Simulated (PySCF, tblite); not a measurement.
Isomers of C4H9FSSi2. Calculated harmonic vibrations of the isolated species, GFN2-xTB (tblite), most abundant isotopes, no scaling. Against measured fundamentals such values can be off by several per cent, at times by over 20. Modes of hydrogen on silicon can be 10 to 20 % off. One conformer each.

Electronic energies: PBE0/pcSseg-1 single points on the GFN2-xTB geometries (PySCF, gas phase).

```
                    SMILES  electronic energy, lowest = 0 (kcal/mol)
    CS[SiH2]C1=CC[Si@@H]1F                                       0.0
 CS[SiH2]C1=C[SiH2][C@H]1F                                      51.8
F[C@@H]1CC=C1[SiH2]S[SiH3]                                      38.7
```

**Question.** How do GFN2-xTB zero-point energies change the relative energies?

**Answer.** 
| SMILES | ZPE (kcal/mol) | of it from modes above 1550 cm⁻¹ | electronic (kcal/mol) | with ZPE, lowest = 0 (kcal/mol) | lowest mode (cm⁻¹) | rings |
| --- | --- | --- | --- | --- | --- | --- |
| CS[SiH2]C1=CC[Si@@H]1F | 71.8 | 38.2 | 0.0 | 0.0 | 3i | 1 |
| F[C@@H]1CC=C1[SiH2]S[SiH3] | 69.5 | 36.1 | 38.7 | 36.3 | 25 | 1 |
| CS[SiH2]C1=C[SiH2][C@H]1F | 69.9 | 37.0 | 51.8 | 49.8 | 26 | 1 |

The zero-point energies span 2.3 kcal/mol, from `F[C@@H]1CC=C1[SiH2]S[SiH3]` to `CS[SiH2]C1=CC[Si@@H]1F`. Slightly imaginary modes are left out of the zero-point energy: `CS[SiH2]C1=CC[Si@@H]1F` 3.2i cm⁻¹. The order is unchanged.

**Question.** And how do the electronic energies of GFN2-xTB itself compare?

**Answer.** `CS[SiH2]C1=CC[Si@@H]1F` 0.0; `F[C@@H]1CC=C1[SiH2]S[SiH3]` 8.1; `CS[SiH2]C1=C[SiH2][C@H]1F` 40.0 kcal/mol, lowest = 0. Against the energies above, taken from the same isomer `CS[SiH2]C1=CC[Si@@H]1F`, the largest difference is 30.6 kcal/mol.
